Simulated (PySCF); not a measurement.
H4MoN2O2, SMILES [NH]=[Mo]([OH])(=[NH])[OH], multiplicity 1.

The structure is a stationary point at B3LYP-D3(BJ)/def2-SVP. The multiplicity is an assumed one; other spin states were not compared. The def2 effective core potentials stand for the cores of Mo; spin–orbit coupling is left out. Other conformers were not sampled.

These are B3LYP-D3(BJ)/def2-SVP (PySCF 2.14.0) values and carry that method's errors.

Frequencies are harmonic and unscaled.

```tsv
mode	ν (cm⁻¹)	IR (km/mol)	Raman (Å⁴/amu)	depolarisation	moving atoms (share of kinetic energy)
1	193	10.5	4.2	0.67	O 56 %, H 29 %, Mo 11 %
2	232	53.0	4.7	0.73	O 49 %, N 30 %, H 21 %
3	239	0.3	3.3	0.75	N 33 %, H 27 %, O 23 %, Mo 17 %
4	253	9.8	1.8	0.75	O 39 %, N 27 %, Mo 20 %, H 15 %
5	272	8.7	8.6	0.72	N 54 %, H 31 %, O 11 %
6	283	208.1	1.5	0.75	H 86 %, N 8 %
7	326	28.3	6.7	0.67	H 64 %, N 23 %, O 10 %
8	395	165.4	0.1	0.75	H 88 %, N 9 %
9	554	227.1	0.3	0.75	H 74 %, N 22 %
10	590	0.2	2.9	0.75	H 83 %, N 15 %
11	661	220.8	0.4	0.75	O 57 %, H 35 %
12	678	230.0	1.8	0.01	O 60 %, H 33 %
13	692	17.2	9.8	0.07	H 64 %, O 28 %
14	750	23.0	6.1	0.40	H 66 %, N 23 %
15	758	65.2	4.8	0.75	H 50 %, O 27 %, Mo 17 %
16	995	161.6	10.7	0.75	N 73 %, Mo 19 %, H 8 %
17	1017	51.0	44.2	0.04	N 82 %, Mo 11 %
18	3595	122.5	170.6	0.75	H 93 %
19	3598	141.2	213.9	0.14	H 92 %
20	3843	272.4	57.3	0.75	H 94 %
21	3846	56.7	166.9	0.15	H 94 %
```
